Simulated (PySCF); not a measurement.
## C9H11N: full NMR table

```yaml
Formula: C9H11N
SMILES: C=Cc1cccc(NC)c1
Point_group_of_the_computed_structure: C1
Degrees_of_unsaturation: 5
Carbon_signals: 9
Proton_signals: 9
```

Structure with atom numbers: `[CH2:1]=[CH:2][c:3]1[cH:4][cH:5][cH:6][c:7]([NH:8][CH3:9])[cH:10]1`. Hydrogens are named by the atom that carries them. Ha(C1) is cis to C3; Hb(C1) is trans to C3.

[PySCF: GFN2-xTB structure; shielding tensors at PBE0/pcSseg-1 (GIAO); non-relativistic; single conformer; one averaged value for each set of equivalent atoms; gas phase]

References, each an isolated molecule treated in the same way: TMS for ¹H (σ = 31.72 ppm) and ¹³C (σ = 186.93 ppm); ¹⁵N (σ = 267.73 ppm) vs NH3.

| carbon | δC, type | δH (multiplicity) | HMBC from (2–3 bonds) | span of the C tensor (ppm) |
| --- | --- | --- | --- | --- |
| C1 | 119.0, CH2 | Hb(C1) 5.54 (m); Ha(C1) 6.12 (m) | H(C2) | 213 |
| C2 | 146.4, CH | 6.85 (m) | H(C4), H(C10), Ha(C1), Hb(C1) | 216 |
| C3 | 143.5, C | – | H(C5), H(C4), H(C2), H(C10), Ha(C1), Hb(C1) | 227 |
| C4 | 116.5, CH | 7.32 (m) | H(C5), H(C2), H(C6), H(C10) | 207 |
| C5 | 134.8, CH | 7.40 (m) | H(C4), H(C6) | 233 |
| C6 | 118.4, CH | 6.57 (d) | H(C5), H(C4), H(C10) | 177 |
| C7 | 154.3, C | – | H(C5), H(C6), H(C10), H(C9) | 199 |
| C9 | 32.1, CH3 | 2.95 (s) | – | 52 |
| C10 | 114.1, CH | 6.35 (s) | H(C4), H(C2), H(C6) | 173 |

Other nuclei:
```csv
atoms,nucleus,environment,δ (ppm),σ (ppm)
H(N8),¹H,hydrogen on an aniline-type nitrogen,3.10,28.62
N8,¹⁵N,aniline-type nitrogen,76.4,191.3
```

- Carbon types of the structure: 2 × C, 5 × CH, 1 × CH2, 1 × CH3, leaving 1 H on heteroatoms.
- δC 154.3: aromatic carbon bearing nitrogen; the electronegative substituent deshields the carbon that carries it.
- δC 146.4: alkene CH; as expected for a trigonal carbon in a double bond.
- δC 143.5: substituted aromatic carbon.
- δC 134.8, 118.4, 116.5, 114.1: aromatic CH.
- δC 119.0: terminal =CH2 carbon; an sp2 carbon of a C=C bond.

OH and NH positions are those of a molecule without intermolecular hydrogen bonds; in solution they move with solvent, concentration and temperature, and exchange usually removes their couplings. Shifts are as computed. Against solution values, carbons near 30 ppm lie about +3 ppm off and those near 130 ppm about +5 ppm. Of 1211 compounds with measured shifts, 218 miss one by over three times the rms of a fit or turn the order of signals round; such compounds aren't used in these exercises. Experimental scales use liquid or dissolved standards, which lie at an offset from isolated NH3 (liquid NH3: subtract about 20 ppm). Multiplicities follow the n + 1 count of equivalent neighbours, as no J values were calculated; m marks all less simple cases, F and P coupling included.
